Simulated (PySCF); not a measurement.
MH for M along the second period

PBE with triple-zeta basis sets in PySCF, for the lowest determinant that a PBE0 search found; no spin–orbit coupling. De refers to high-spin ground-configuration atoms. A positive dipole means M(−)H(+).

```tsv
M	basis	state (unpaired electrons)	Re (Å)	ωe (cm⁻¹)	De (eV)	μ (D)
Li	def2-TZVPP	singlet (closed shell)	1.607	1378	2.30	-5.62
Be	def2-TZVPP	doublet (σ ↑)	1.362	1974	2.37	-0.23
B	def2-TZVPP	singlet (closed shell)	1.252	2245	3.52	1.51
C	def2-TZVPP	doublet (π ↑)	1.137	2730	3.67	1.43
N	def2-TZVPP	triplet (π ↑↑)	1.051	3172	3.82	1.52
O	x2c-TZVPPall	doublet (π ↑)	0.983	3600	4.73	1.66
F	def2-TZVPP	singlet (closed shell)	0.930	3977	6.12	1.81
```

The shortest bond is that of HF (0.930 Å), the longest that of LiH (1.607 Å).

The rows differ in basis set, which adds steps of its own.

The state changes along the series, so neighbouring rows are not always alike in their bonding.

States were picked by a PBE0 search and need not be the measured ground states.
